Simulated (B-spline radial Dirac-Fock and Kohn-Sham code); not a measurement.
What relativity does to the binding energies of Bi

System: atomic bismuth in the configuration [Xe] 4f14 5d10 6s2 6p3.

Both columns are ΔSCF binding energies of the configuration average from a radial finite-basis atomic code: non-relativistic Hartree-Fock with a point nucleus, and Dirac-Fock with a finite nucleus and the Coulomb interaction alone, averaged over the two j levels with weights 2j+1.

| shell | Hartree-Fock (eV) | Dirac-Fock (eV) | shift (eV) | shift (%) |
| --- | --- | --- | --- | --- |
| 1s | 81554.3 | 91044.6 | +9490.28 | +11.64 |
| 2s | 13902.3 | 16468.9 | +2566.54 | +18.46 |
| 2p | 13370.8 | 14240.1 | +869.34 | +6.50 |
| 3s | 3382.5 | 4028.8 | +646.23 | +19.10 |
| 3p | 3129.2 | 3373.4 | +244.18 | +7.80 |
| 3d | 2661.4 | 2636.3 | -25.09 | -0.94 |
| 4s | 792.0 | 957.0 | +165.05 | +20.84 |
| 4p | 679.1 | 736.9 | +57.78 | +8.51 |
| 4d | 471.8 | 461.9 | -9.85 | -2.09 |
| 4f | 188.3 | 165.7 | -22.61 | -12.00 |
| 5s | 145.2 | 176.5 | +31.33 | +21.58 |
| 5d | 36.96 | 32.45 | -4.51 | -12.19 |
| 6s | 14.53 | 17.80 | +3.28 | +22.54 |
| 6p | 7.36 | 7.36 | 0.00 | -0.01 |

Relativity binds 1s, 2s, 2p, 3s, 3p, 4s, 4p, 5s, 6s more strongly, among those listed most of all 6s in relative terms, and 3d, 4d, 4f, 5d more weakly, because the contracted s and p shells screen the nucleus better.

Values without a named source are computed, but for edge energies of neutral atoms, which are taken from tables.
